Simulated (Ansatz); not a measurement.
Isolated molecules relaxed with PBE0-D4/def2-TZVP in Ansatz; ΔE leaves out vibrations. CCSD(T)/CBS is the MP2 limit (def2-TZVPP, def2-QZVPP) plus CCSD(T) − MP2 in def2-TZVPP, frozen cores. This one scheme is used for every species. DFT in def2-TZVPP. B3LYP here is the variant with VWN-RPA as its local correlation; programs differ in this. HSE06 is defined as in plane-wave codes. Each species was taken in one conformer, which may not be the lowest.

`BB(C)O` + H₂ → `BBC` + H₂O  (hydrogenolysis of a B–O bond)

`BB(C)O`:

Z-matrix (Å, degrees):
```
C
B 1 1.575
H 1 1.093 2 113.8
H 1 1.094 2 111.5 3 123.7
H 1 1.097 2 108.5 3 -118.0
O 2 1.367 1 115.8 3 -144.8
B 2 1.681 1 118.7 3 36.1
H 6 0.959 2 114.4 1 -178.3
H 7 1.201 2 121.9 1 -90.6
H 7 1.200 2 122.5 1 85.1
```

H₂:

```xyz
2

H    -0.231   -0.289   -0.052
H     0.231    0.289    0.052
```

`BBC`:

Cartesian coordinates in Å:
```
B -0.598 -0.735 -1.308
B 0.263 0.286 -0.359
C 0.250 0.391 1.201
H -0.193 -1.822 -1.618
H -1.661 -0.426 -1.775
H 1.023 1.029 -0.937
H -0.522 -0.180 1.718
H 1.227 0.022 1.545
H 0.212 1.434 1.532
```

H₂O:

```xyz
3

O    -0.349    0.026   -0.170
H     0.087    0.687    0.373
H     0.262   -0.713   -0.202
```

| level | ΔE (kJ/mol) | difference from CCSD(T)/CBS |
| --- | --- | --- |
| PBE-D4 | 104.5 | 2.2 |
| revPBE-D4 | 106.1 | 3.8 |
| r2SCAN-D4 | 106.9 | 4.6 |
| B97M-V | 102.3 | 0.0 |
| PBE0-D4 | 101.1 | -1.2 |
| B3LYP-D4 | 105.2 | 2.9 |
| r2SCANh-D4 | 105.6 | 3.3 |
| r2SCAN0-D4 | 103.9 | 1.6 |
| HSE06-D4 | 101.0 | -1.3 |
| BHLYP-D4 | 102.4 | 0.1 |
| CAM-B3LYP-D4 | 106.4 | 4.1 |
| ωB97X-V | 103.9 | 1.6 |
| ωB97M-V | 105.4 | 3.1 |
| PBE | 101.6 | -0.7 |
| revPBE | 97.7 | -4.6 |
| r2SCAN | 106.1 | 3.8 |
| PBE0 | 98.6 | -3.7 |
| B3LYP | 100.6 | -1.7 |
| r2SCANh | 104.8 | 2.5 |
| r2SCAN0 | 103.0 | 0.7 |
| HSE06 | 98.7 | -3.6 |
| BHLYP | 99.1 | -3.2 |
| CAM-B3LYP | 103.9 | 1.6 |
| LC-ωPBE | 101.0 | -1.3 |
| RPA@PBE/def2-TZVPP | 107.7 | 5.4 |
| HF/def2-SVP | 103.7 | 1.4 |
| MP2/def2-SVP | 130.1 | 27.8 |
| CCSD/def2-SVP | 121.0 | 18.7 |
| CCSD(T)/def2-SVP | 125.6 | 23.3 |
| HF/def2-TZVPP | 92.0 | -10.3 |
| MP2/def2-TZVPP | 110.0 | 7.7 |
| SCS-MP2/def2-TZVPP | 107.0 | 4.7 |
| CCSD/def2-TZVPP | 101.9 | -0.4 |
| CCSD(T)/def2-TZVPP | 106.1 | 3.8 |
| HF/def2-QZVPP | 91.4 | -10.9 |
| MP2/def2-QZVPP | 107.6 | 5.3 |
| SCS-MP2/def2-QZVPP | 104.8 | 2.5 |
| HF/CBS(def2) | 91.3 | -11.0 |
| MP2/CBS(def2) | 106.2 | 3.9 |
| CCSD/CBS(def2) | 98.1 | -4.2 |
| CCSD(T)/CBS | 102.3 | 0 |

(1) What do rigid-rotor, harmonic-oscillator terms from PBE0-D4/def2-TZVP frequencies (298.15 K, 1 bar) make of the CCSD(T)/CBS value? (Best estimate.)

Largest T1 diagnostic among the species: 0.012.

## Answers

(1) Computed: ΔZPE = +9.5 kJ/mol, ΔH = +111.1 kJ/mol, ΔS = 34 J/(mol·K), ΔG = +100.9 kJ/mol.

In def2-TZVPP, CCSD(T) changes the Hartree–Fock value by +14.1 kJ/mol (the triples alone add +4.2 kJ/mol) and MP2 by +18.0 kJ/mol. Leaving LDA and LC-ωPBE aside and taking each functional with its dispersion term where it has one, the values, not all of them listed here, spread over 7.3 kJ/mol, from HSE06-D4 to BLYP-D4. LDA lies +9.0 kJ/mol from PBE without D4.
